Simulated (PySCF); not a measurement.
This PySCF input asks for the NMR shieldings of `InChI=1S/C4H15NOSi3/c1-5-8-9(6-7)4-2-3-4/h4-5,9H,2-3,8H2,1,7H3/t9-/m1/s1`; the geometry comes from GFN2-xTB.

```python
import basis_set_exchange as bse
import numpy as np
from pyscf import gto, dft
from pyscf.prop import nmr

atoms = """
C     3.597980   -0.398275   -0.305984
N     2.264370   -0.307688    0.233697
Si    1.160973    0.929606   -0.236031
Si   -0.798999    0.490618    0.869608
O    -1.857840    1.657219    0.450490
Si   -2.559626    2.932586   -0.242521
C    -1.621585   -1.149629    0.422229
C    -1.000578   -2.437616    0.887285
C    -0.972989   -2.086371   -0.560782
H     4.309660    0.246196    0.221233
H     3.570440   -0.088367   -1.347350
H     3.960702   -1.426920   -0.255462
H     2.231314   -0.652464    1.181349
H     1.124518    0.813234   -1.707473
H     1.681076    2.301439   -0.010648
H    -0.787283    0.589097    2.344617
H    -3.799068    3.149814    0.500001
H    -1.640792    4.064678   -0.122773
H    -2.808645    2.596569   -1.643663
H    -2.706575   -1.143322    0.402256
H    -1.650079   -3.236634    1.214313
H    -0.074984   -2.383953    1.441334
H    -0.025694   -1.797206   -0.992544
H    -1.608032   -2.642847   -1.235227
"""
names = dict.fromkeys(["C", "N", "Si", "O", "H"], "pcSseg-1")
basis = {el: gto.basis.parse(bse.get_basis(n, elements=[el], fmt="nwchem")) for el, n in names.items()}
mol = gto.M(atom=atoms, basis=basis, charge=0, verbose=0)
mf = dft.RKS(mol, xc="PBE0")
mf.grids.level = 2
mf.grids.alignment = dft.numint.BLKSIZE   # the property module wants whole blocks of grid points
mf.conv_tol = 1e-9
mf.kernel()

calc = nmr.RKS(mf)   # GIAO
C = mf.mo_coeff
Co = C[:, mf.mo_occ > 0]
resp = mf.gen_response(singlet=True, hermi=2)
def vind(x):   # induced exchange potential for any number of trial vectors
    d = np.einsum("pi,xij,qj->xpq", C, 2 * x.reshape(-1, C.shape[1], Co.shape[1]), Co, optimize=True)
    return np.einsum("xpq,pi,qj->xij", resp(d - d.transpose(0, 2, 1)), C, Co, optimize=True).ravel()
mo1, _ = nmr.rhf.solve_mo1(calc, with_cphf=vind)
sigma = calc.kernel(mo1)
for i, s in enumerate(sigma):   # ppm
    print("%2d %-2s %9.2f" % (i, mol.atom_pure_symbol(i), np.trace(s) / 3))
```

Task: What does it print?

Result: 
```
 0 C     151.06
 1 N     262.59
 2 Si    406.10
 3 Si    358.46
 4 O     325.38
 5 Si    394.55
 6 C     185.89
 7 C     185.81
 8 C     181.54
 9 H      28.90
10 H      29.34
11 H      28.82
12 H      32.82
13 H      26.91
14 H      26.76
15 H      26.03
16 H      26.62
17 H      26.68
18 H      26.62
19 H      31.68
20 H      31.15
21 H      31.93
22 H      30.92
23 H      30.98
```

These numbers come from an equivalent density-fitted implementation of the same equations, which agrees with the script to about 0.01 ppm for H and up to a few tenths of a ppm for heavy atoms, so last digits may differ.

Task: Turn these shieldings into chemical shifts. Referencing at the same level of theory: TMS for ¹³C (σ = 186.93 ppm) and ²⁹Si (σ = 349.16 ppm) and ¹H (σ = 31.72 ppm); NH3 for ¹⁵N (σ = 267.73 ppm); ¹⁷O (σ = 336.08 ppm) vs H2O.

Result: Averaging equivalent atoms: C 0: 35.9; C 8: 5.4; C 7: 1.1; C 6: 1.0; N 1: 5.1; Si 3: -9.3; Si 5: -45.4; Si 2: -56.9; O 4: 10.7; H 15: 5.69; H 16/17/18: 5.08; H 14: 4.96; H 13: 4.80; H 9/10/11: 2.70; H 22: 0.79; H 23: 0.74; H 20: 0.57; H 19: 0.04; H 21: -0.22; H 12: -1.11 ppm. Experimental scales use liquid or dissolved standards, which lie at an offset from isolated NH3 (liquid NH3: subtract about 20 ppm) and H2O (liquid H2O: subtract about 36 ppm).

Size and cost of the density-fitted run: 249 basis functions, 2.5 min wall time on 1 thread of an Intel Xeon, shared host; peak memory 1.1 GiB.
